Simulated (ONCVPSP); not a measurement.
# Reading a pseudo-wave (beryllium)

Columns: radius, all-electron u(r) and pseudo u(r) of the 2s shell (level -5.64 eV) of beryllium in the configuration [He] 2s2; PW91, scalar-relativistic, ONCV scheme, ONCVPSP 4.0.1.

| r (bohr) | all-electron | pseudo |
| --- | --- | --- |
| 0.098 | -0.1937 | 0.0232 |
| 0.195 | -0.2516 | 0.0469 |
| 0.292 | -0.2343 | 0.0723 |
| 0.390 | -0.1752 | 0.1009 |
| 0.488 | -0.0952 | 0.1336 |
| 0.585 | -0.0079 | 0.1702 |
| 0.682 | 0.0802 | 0.2104 |
| 0.780 | 0.1655 | 0.2536 |
| 0.878 | 0.2445 | 0.2987 |
| 0.975 | 0.3151 | 0.3444 |
| 1.072 | 0.3780 | 0.3907 |
| 1.170 | 0.4339 | 0.4371 |
| 1.268 | 0.4823 | 0.4814 |
| 1.365 | 0.5230 | 0.5212 |
| 1.463 | 0.5569 | 0.5557 |
| 1.560 | 0.5837 | 0.5832 |
| 1.658 | 0.6047 | 0.6046 |
| 1.755 | 0.6199 | 0.6199 |
| 1.852 | 0.6300 | 0.6300 |
| 1.950 | 0.6357 | 0.6357 |
| 2.047 | 0.6372 | 0.6372 |
| 2.145 | 0.6353 | 0.6353 |
| 2.242 | 0.6302 | 0.6302 |
| 2.340 | 0.6225 | 0.6225 |
| 2.438 | 0.6124 | 0.6124 |
| 2.535 | 0.6005 | 0.6005 |

Question: How many radial nodes do the two functions have?

Answer: The all-electron 2s function has n − l − 1 = 1; the pseudo-wave has 0, since the states of the same l below it are removed with the core.

Question: At about which radius was the pseudo-wave matched?

Answer: 1.95 bohr. The columns agree to 0.0005 from 1.56 bohr on; several derivatives are matched, so the curves merge somewhat inside the radius.

Question: Where does each function peak?

Answer: Outermost all-electron maximum near 2.05 bohr, pseudo maximum near 2.05 bohr (to the table’s step).

Question: Is the pseudo-wave norm-conserving?

Answer: Yes: the ONCV scheme keeps the norm inside the radius equal to the all-electron one, which fixes the energy derivative of the logarithmic derivative at the level.
